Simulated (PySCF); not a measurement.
CH3Li, charge -1, doublet, at a GFN2-xTB geometry (such geometries of metal compounds can be far from the true shape) (a state made from the parent by changing its charge; the spin is typed, not shown lowest) (in this run its highest filled SCF level lies above zero, so its values depend strongly on the basis, on diffuse functions most of all). Base run: R2SCAN/def2-SVP run with PySCF.

PySCF was given this input:
```python
from pyscf import gto, scf, dft

mol = gto.Mole()
mol.atom = '''
    Li   -1.206621   -0.717232   -1.058286
    C     0.292000    0.173569    0.256103
    H     0.880014   -0.551429    0.877152
    H    -0.103495    0.893462    1.019269
    H     1.091342    0.768250   -0.258183
'''
mol.basis = 'def2-svp'
mol.charge = -1
mol.spin = 1
mol.verbose = 4
mol.build()

mf = dft.UKS(mol)
mf.xc = 'r2scan'
mf.kernel()
```

Variants of this job, named by their change:

| change | ΔE vs base (mEh) | SCF cycles | <S^2> | outcome |
|---|---|---|---|---|
| base | 0.000 | 10 | 0.751 | converged |
| conv_tol = 1e-4 | 0.003 | 6 | 0.751 | converged |
| damp = 0.5; diis_start_cycle = 5 | 0.000 | 11 | 0.751 | converged |
| level_shift = 0.1 (with mf.max_cycle = 100) | 0.000 | 17 | 0.751 | converged |
| init_guess = sap | 0.000 | 12 | 0.751 | converged |
| DIIS = ADIIS | 0.000 | 15 | 0.751 | converged |
| solver = newton | 0.000 | - | 0.751 | converged |
| diis_space = 4 | 0.000 | 11 | 0.751 | converged |
| init_guess = 1e | 0.000 | 14 | 0.751 | converged |
| init_guess = atom | 0.000 | 11 | 0.751 | converged |
| conv_tol = 1e-11 | 0.000 | 12 | 0.751 | converged |
| diis = off (with mf.max_cycle = 100) | - | 100 | - | not converged |
| init_guess = mod_huckel | 0.000 | 11 | 0.751 | converged |

Open shells are given as the SCF converged; they aren't shown to be the lowest states, and a large step between rows can be another state.
